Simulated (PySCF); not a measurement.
**Dipole response of Cl²⁺ (chlorine, charge +2)**

[Ne] 3s2 3p3, high-spin 4S determinant. All numbers are calculated (PySCF 2.14, the non-relativistic Hamiltonian (point nucleus), in aug-cc-pwCVQZ). Coupled (time-dependent) response in atomic units; α is the mean over directions.

```tsv
method	mean α (bohr³)	C₆ (like pair)	S(−4)
UHF	5.983	21.29	11.57
PBE	5.860	20.87	10.11
PBE0	5.869	20.87	10.31
BHandHLYP	5.851	20.78	10.16
```

S(−4) is the Cauchy moment in α(ω) = α(0) + S(−4) ω² + …

α(iu) at BHandHLYP:

```tsv
u (hartree)	α(iu) (bohr³)
0	5.851
0.0500	5.825
0.100	5.751
0.200	5.477
0.300	5.083
0.500	4.160
0.750	3.105
1.00	2.314
1.50	1.370
2.00	0.8952
3.00	0.4747
5.00	0.2135
```

A single London oscillator, α(iu) = α/(1 + u²/ω²), gives C₆ = (3/4) ω α². Matching the computed C₆ needs ω = 4 × 20.78 / (3 × 5.851²) = 0.809 hartree.

For an ion, C₆ is the dispersion term alone; charge-induced terms of lower order in 1/R come first.
